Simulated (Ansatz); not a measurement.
C$_{2}$H$_{5}$GeNO (`N=[C]1[CH2][GeH]1[OH]`) at its PBE0-D4/def2-TZVP geometry, where that method's forces vanish. The species carries charge 0 and has multiplicity 1.

```xyz
10

N    -0.4022    2.1895   -0.0575
C    -0.2390    0.9505    0.0317
C    -0.0100    0.0320    1.2019
Ge   -0.3285   -0.9228   -0.4879
O     1.0158   -1.8086   -1.2364
H    -0.5877    2.4760   -1.0189
H     1.0285    0.0044    1.5377
H    -0.7088    0.0896    2.0356
H    -1.6063   -1.6971   -0.7939
H     1.8383   -1.3136   -1.2124
```

Task: What forces (eV/Å) does r2SCAN-D4/def2-TZVPP give on these atoms in Ansatz 0.2.0? (Estimate.)

Result: Computed: 
```
N1  -0.041  0.289  0.040
C2   0.044 -0.176  0.004
C3   0.010  0.001  0.104
Ge4 -0.133 -0.011 -0.132
O5   0.061 -0.150 -0.037
H6  -0.008  0.021 -0.034
H7  -0.007 -0.006  0.003
H8   0.012  0.013  0.014
H9   0.034 -0.020  0.031
H10  0.029  0.039  0.008
```
